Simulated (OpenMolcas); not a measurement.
**Computed transition rates of Ag⁶⁺**

* Program: OpenMolcas
* Method: MS-CASPT2, IPEA 0.25 Eh, imaginary shift 0.1 Eh (closed shells correlated: 4s 4p)
* Basis: ANO-RCC-VTZP [7s6p4d2f1g]
* Scalar Hamiltonian: DKH2, point nucleus
* Active space: 5 electrons in 10 orbitals (4d 5d)
* State averaging: 2S+1 = 6 even, 1 root; 2S+1 = 4 even, 24 roots; 2S+1 = 2 even, 67 roots
* Spin-orbit coupling: RASSI with atomic mean-field integrals over the reference wave functions, term energies averaged over their components

Rates come from the transition moments of the reference wave functions (E1 and E2 in the length form). At fixed line strength A goes as λ^-3 for E1 and M1 and as λ^-5 for E2, so a rate at the computed wavelength can be rescaled to the measured one. Measured vacuum wavelengths follow from level energies in the list in Gamrath, thesis, University of Mons (2023). Branching counts decays inside the model space alone, at computed energies, and the table is only a selection of the E2 and M1 lines, drawn from those between levels with measured partners whose computed energy lies within a factor of 1.5 of the measured one.

```csv
Upper,Lower,Type,λ computed (nm),λ measured (nm),A computed (s-1),A rescaled (s-1),Branching %
4d5 4P 3/2 [55 %],4d5 6S 5/2,M1,285.4,303.1,1.53e+01,,99.0
4d5 4D 5/2 [56 %],4d5 6S 5/2,M1,242.4,254.5,1.42e+01,,88.6
4d5 2H 11/2,4d5 4G 11/2,M1,351.6,366.3,1.15e+01,,40.9
4d5 2G 7/2(2),4d5 2I 11/2,E2,268.9,280.2,7.86e+00,6.40e+00,24.7
4d5 2H 11/2,4d5 2I 11/2,M1,712,716.8,7.70e+00,,27.3
4d5 2H 11/2,4d5 4G 9/2,M1,353.6,369.6,5.16e+00,,18.3
4d5 4F 5/2,4d5 4G 7/2,M1,463.3,483.8,3.52e+00,,46.0
4d5 4F 3/2 [56 %],4d5 4D 1/2 [70 %],M1,623,661.8,2.72e+00,,19.9
4d5 4F 9/2 [64 %],4d5 4G 11/2,M1,510.6,542.2,2.63e+00,,43.3
4d5 2F 7/2(2),4d5 4F 9/2 [64 %],M1,929.1,935.6,2.50e+00,,31.8
4d5 4F 5/2,4d5 4D 5/2 [56 %],M1,795.2,851.1,2.45e+00,,32.0
4d5 4F 9/2 [64 %],4d5 4D 7/2,M1,735.2,792.5,1.91e+00,,31.5
4d5 4D 1/2 [70 %],4d5 4P 1/2 [69 %],M1,2514,2451,1.89e+00,,69.6
4d5 2F 7/2(2),4d5 4F 5/2,M1,1099,1144,1.84e+00,,23.4
4d5 2I 11/2,4d5 4G 11/2,M1,694.7,749.1,1.67e+00,,77.0
4d5 4G 5/2,4d5 6S 5/2,M1,318.7,340.3,1.47e+00,,99.9
4d5 2G 7/2(1),4d5 4G 9/2,M1,382.1,402.2,1.41e+00,,26.4
4d5 4D 1/2 [70 %],4d5 4P 3/2 [55 %],M1,1813,1757,8.15e-01,,30.1
4d5 2I 11/2,4d5 4G 9/2,M1,702.6,763.1,5.00e-01,,23.0
4d5 4D 7/2,4d5 4G 7/2,M1,1583,1637,3.48e-01,,19.6
4d5 4P 1/2 [69 %],4d5 4P 3/2 [55 %],M1,6493,6207,1.98e-01,2.27e-01,99.9
4d5 2I 13/2,4d5 4G 11/2,M1,630.3,671.9,1.00e-01,,73.6
4d5 2I 13/2,4d5 2I 11/2,M1,6798,6515,3.56e-02,4.04e-02,26.1
4d5 4G 7/2,4d5 4G 5/2,M1,11450,10120,2.57e-02,3.72e-02,82.4
4d5 4G 9/2,4d5 4G 7/2,M1,20160,18900,5.34e-03,6.48e-03,97.2
```

Spin-changing lines and M1 lines between different terms are not rescaled, since their strength hangs on the term gaps too.

The largest correction is for 4d5 4G 7/2 → 4d5 4G 5/2 (M1): 2.57e-02 × (11450 / 10120)^3 = 3.72e-02 s-1, a factor of 1.45.

These are rates of the free ion; in crystals, glasses and complexes forced electric-dipole and non-radiative decay shorten such lifetimes by orders of magnitude. No measured rate stands beside these. Rescaling mends the energy factor alone: line strengths can still be far off where a level mixes with configurations outside the active space, and weak or spin-changing lines hang on small mixing coefficients that depend on the term gaps too, so rescaling need not improve them.

Term energies are means over components that CASPT2 splits; among the terms shown or strongly mixed into the levels shown the widest spread is 600 cm-1 (4d5 2H). Active for correlation alone: 5d; no level in the range computed is led by a configuration that fills it, so any true level of that kind is missing. Computed and measured levels are paired by configuration, term and J; levels that our copy of the source lacks, or whose pairing is in doubt (as where it misses far off the trend of its configuration), stay unpaired. Levels of configurations outside the active space are missing.

A share in square brackets marks a mixed level and gives the weight of the term that names it. A number in round brackets counts repeated terms of one configuration in the order of the reference energies.
